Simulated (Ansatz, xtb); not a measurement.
**Ranking isomers of C6H10F2**

6 gas-phase structures of C6H10F2, from a drawn sample of its isomers (lower ones may exist). Each was relaxed with GFN2-xTB; where two conformers were screened, the lower at r2SCAN-D4/def2-SVP is listed:

A. `FC1(F)CCCCC1`, a singlet
B. `C/C(F)=C(\C)[C@H](C)F`, a singlet
C. `FC(F)CC1CCC1`, a singlet
D. `CC(C)=C(C)C(F)F`, a singlet
E. `F[C@@H]1CCCC[C@H]1F`, a singlet
F. `C[C@@]1(F)CC[C@@H](F)C1`, a singlet

**Question.** Estimate their order in r2SCAN-D4/def2-SVP energy at these geometries, lowest first.

**Answer.** Calculated order at r2SCAN-D4/def2-SVP: A (0.000), E (0.562), F (0.568), B (1.301), D (1.307), C (1.485) eV. Less than 1 kcal/mol parts E and F; B and D, so the order within those pairs means little.

Energies above the lowest of each column, in eV; the last columns are at B3LYP/def2-SVP geometries and were run for some of them only (a dash: not run or not comparable):

```csv
structure,GFN2-xTB,HF/STO-3G,r2SCAN-D4/def2-SVP,B3LYP/def2-SVP,CCSD(T)/def2-SVP + ΔMP2/def2-TZVPP
A,0.000,0.000,0.000,0.000,0.000
E,0.278,0.460,0.562,0.496,0.448
F,0.191,0.478,0.568,0.516,0.408
B,1.270,2.224,1.301,–,–
D,1.283,2.287,1.307,–,–
C,1.037,1.473,1.485,–,–
```

Every level run on A puts it lowest or level with the lowest. CCSD(T)/def2-SVP + ΔMP2/def2-TZVPP orders those it was run on as A (0.000), F (0.408), E (0.448) eV. Less than 1 kcal/mol parts F and E, so the order within that pair means little. Some further structures that were screened fall inside this span and aren't listed. Flexible structures stand in one conformer each, not always the lowest. Frequencies (GFN2-xTB) were run for A, E, F alone. ΔMP2 is the change of the MP2 energy from the smaller to the larger basis.

Over these structures GFN2-xTB departs from r2SCAN-D4/def2-SVP by 0.176 eV on average once a common shift is removed. A GFN2-xTB relaxation took about 0.096 s and the r2SCAN-D4/def2-SVP energy about 2.5 s on a shared host (Ansatz 0.2.0, xtb 6.7.1).
